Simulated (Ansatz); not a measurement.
A nudged elastic band was laid between two geometries of BCl2F + ClH (6 atoms, charge 0, multiplicity 1).

Theory: Ansatz 0.2.0, RHF/def2-SVP.

```
movable images  : 7
climbing image  : yes
spring          : 5.0 eV/Å²
optimiser       : quadratic models (default)
start path      : through a guess of the saddle point
force threshold : 0.05 eV/Å
iteration limit : 60
end points      : relaxed
```

Image 0:

```xyz
6
Properties=species:S:1:pos:R:3
B -0.005 0.436 -0.198
F 0.001 0.511 1.103
Cl 1.519 0.450 -1.052
Cl -1.537 0.371 -1.035
Cl 0.086 -2.852 1.175
H 0.073 -2.031 2.148
```

Image 8:

```xyz
6
Properties=species:S:1:pos:R:3
B 0.018 -0.565 -0.642
F 0.020 0.030 2.240
Cl 1.514 0.280 -0.952
Cl -1.522 0.204 -0.936
Cl 0.063 -2.244 -0.114
H 0.045 -0.819 2.545
```

(1) What changes between the two ends?

(2) Give the energies along the band, and the barrier.

(3) What is the geometry of the highest image?

(4) What are the harmonic wavenumbers there?

Answers

(1) Bonds broken: B1–F2, Cl5–H6. Bonds formed: B1–Cl5, F2–H6. BCl2F + ClH becomes BCl3 + FH.

(2) It converged. The highest image is number 4 of 0 to 8, 2.16 eV above the first end and 1.38 eV above the last; the last end lies 0.78 eV above the first. A vibrational analysis at the climbing image gives one clearly imaginary mode, 1504i cm⁻¹: a first-order saddle point. The orbitals stay closed-shell, which can raise the energy where a bond breaks towards radicals; this wasn't checked here.

| image | path coordinate (Å) | energy (eV) | B1–F2 (Å) | Cl5–H6 (Å) | B1–Cl5 (Å) |
| --- | --- | --- | --- | --- | --- |
| 0 | 0.00 | 0.00 | 1.30 | 1.27 | 3.56 |
| 1 | 0.47 | 0.03 | 1.31 | 1.27 | 3.29 |
| 2 | 0.94 | 0.21 | 1.31 | 1.27 | 2.92 |
| 3 | 1.41 | 0.96 | 1.35 | 1.31 | 2.43 |
| 4 | 1.87 | 2.16 | 1.52 | 1.56 | 2.07 |
| 5 | 2.30 | 1.50 | 1.82 | 1.95 | 1.87 |
| 6 | 2.72 | 1.00 | 2.27 | 2.27 | 1.79 |
| 7 | 3.14 | 0.81 | 2.66 | 2.61 | 1.77 |
| 8 | 3.56 | 0.78 | 2.94 | 3.02 | 1.76 |

(3) 
```xyz
6
Properties=species:S:1:pos:R:3:forces:R:3
B 0.016 -0.263 -0.018 0.00 0.00 0.00
F 0.014 0.090 1.455 0.00 0.00 0.00
Cl 1.538 0.197 -0.786 0.00 0.00 0.00
Cl -1.532 0.128 -0.773 0.00 0.00 0.00
Cl 0.062 -2.232 0.631 0.00 0.00 0.00
H 0.040 -1.035 1.633 0.00 0.00 0.00
```

(4) 1504i, 184, 221, 292, 318, 455, 496, 725, 833, 941, 1050, 1731 cm⁻¹.

The run took 7.6 min on 1 thread of Intel(R) Xeon(R) Platinum 8259CL CPU @ 2.50GHz (Skylake/Cascade Lake), with other jobs on the host, peak memory 0.19 GiB.
